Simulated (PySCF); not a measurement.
## SMILES C[C@@H]1CCC[C@H]1[NH3+], [C$_{6}$H$_{14}$N]+, charge +1

Molfile (atoms numbered from 1):
```
C6H14N
     RDKit          3D

 21 21  0  0  0  0  0  0  0  0999 V2000
   -1.6776   -1.3359    0.1950 C   0  0  0  0  0  0  0  0  0  0  0  0
   -0.7215   -0.1653    0.3649 C   0  0  2  0  0  0  0  0  0  0  0  0
   -1.1343    1.0858   -0.4166 C   0  0  0  0  0  0  0  0  0  0  0  0
    0.1496    1.9197   -0.5649 C   0  0  0  0  0  0  0  0  0  0  0  0
    1.3226    0.9633   -0.2686 C   0  0  0  0  0  0  0  0  0  0  0  0
    0.6792   -0.4192   -0.2000 C   0  0  1  0  0  0  0  0  0  0  0  0
    1.4628   -1.3665    0.6603 N   0  0  0  0  0  0  0  0  0  0  0  0
   -1.7334   -1.6424   -0.8469 H   0  0  0  0  0  0  0  0  0  0  0  0
   -2.6749   -1.0416    0.5087 H   0  0  0  0  0  0  0  0  0  0  0  0
   -1.3852   -2.1934    0.7995 H   0  0  0  0  0  0  0  0  0  0  0  0
   -0.6359    0.0901    1.4264 H   0  0  0  0  0  0  0  0  0  0  0  0
   -1.9224    1.6369    0.0889 H   0  0  0  0  0  0  0  0  0  0  0  0
   -1.5116    0.7894   -1.3948 H   0  0  0  0  0  0  0  0  0  0  0  0
    0.1561    2.7530    0.1338 H   0  0  0  0  0  0  0  0  0  0  0  0
    0.2237    2.3337   -1.5672 H   0  0  0  0  0  0  0  0  0  0  0  0
    1.7699    1.2107    0.6958 H   0  0  0  0  0  0  0  0  0  0  0  0
    2.1000    1.0257   -1.0269 H   0  0  0  0  0  0  0  0  0  0  0  0
    0.6008   -0.8664   -1.1943 H   0  0  0  0  0  0  0  0  0  0  0  0
    1.5890   -0.9529    1.5941 H   0  0  0  0  0  0  0  0  0  0  0  0
    2.3879   -1.5569    0.2566 H   0  0  0  0  0  0  0  0  0  0  0  0
    0.9464   -2.2510    0.7558 H   0  0  0  0  0  0  0  0  0  0  0  0
  1  2  1  0
  2  3  1  0
  3  4  1  0
  4  5  1  0
  5  6  1  0
  6  7  1  0
  6  2  1  0
  1  8  1  0
  1  9  1  0
  1 10  1  0
  2 11  1  1
  3 12  1  0
  3 13  1  0
  4 14  1  0
  4 15  1  0
  5 16  1  0
  5 17  1  0
  6 18  1  6
  7 19  1  0
  7 20  1  0
  7 21  1  0
M  CHG  1   7   1
M  END
```

Method: TDDFT CAM-B3LYP/def2-SVPD circular dichroism and optical rotation, one conformer, gas phase (PySCF 2.14.0). Geometry: GFN2-xTB.

The molecule is flexible and this is one conformer; a measurement averages over conformers.

(1) Assign R or S to each stereocentre.

(2) List the lowest 12 singlet excitations with oscillator and rotatory strengths.

Results:

(1) C2 R, C6 R.

(2) Rotatory strengths R in 10⁻⁴⁰ esu² cm², velocity form and length form (origin at the centre of mass); f in length form.
| state | E (eV) | λ (nm) | f | R (velocity) | R (length) | main |
| --- | --- | --- | --- | --- | --- | --- |
| 1 | 8.15 | 152 | 0.001 | +8.3 | +8.1 | HOMO→LUMO 0.72, HOMO−1→LUMO 0.18 |
| 2 | 8.33 | 149 | 0.002 | -2.0 | -1.7 | HOMO−1→LUMO 0.64, HOMO→LUMO 0.20 |
| 3 | 8.50 | 146 | 0.001 | +1.5 | +2.1 | HOMO−3→LUMO 0.75, HOMO−1→LUMO 0.10 |
| 4 | 8.72 | 142 | 0.002 | +7.9 | +7.3 | HOMO−4→LUMO 0.52, HOMO−2→LUMO 0.36 |
| 5 | 8.87 | 140 | 0.020 | -11.3 | -10.9 | HOMO−2→LUMO 0.48, HOMO−4→LUMO 0.40 |
| 6 | 9.06 | 137 | 0.003 | +7.8 | +7.6 | HOMO→LUMO+1 0.50, HOMO→LUMO+3 0.31 |
| 7 | 9.24 | 134 | 0.002 | -1.6 | -0.9 | HOMO−1→LUMO+1 0.48, HOMO→LUMO+3 0.16 |
| 8 | 9.31 | 133 | 0.010 | +2.7 | +2.8 | HOMO−1→LUMO+1 0.29, HOMO→LUMO+1 0.23 |
| 9 | 9.42 | 132 | 0.001 | +1.9 | +0.2 | HOMO−5→LUMO 0.61, HOMO−1→LUMO+2 0.11 |
| 10 | 9.57 | 130 | 0.018 | -34.1 | -33.9 | HOMO−1→LUMO+3 0.43, HOMO−3→LUMO+1 0.36 |
| 11 | 9.63 | 129 | 0.012 | -5.4 | -5.5 | HOMO−3→LUMO+1 0.35, HOMO−1→LUMO+3 0.25 |
| 12 | 9.68 | 128 | 0.002 | -5.2 | -6.0 | HOMO−2→LUMO+1 0.54, HOMO−2→LUMO+3 0.13 |

Among the states computed, the strongest CD band (largest |R|) is state 10. The largest dissymmetry factor in size, g = 4R/(D+G), with D and G the electric and magnetic dipole strengths, is +0.062 for state 1 (velocity form, f = 0.002), among bands with |R| over 0.5. The mirror image has the same energies and oscillator strengths and all R with the opposite sign.
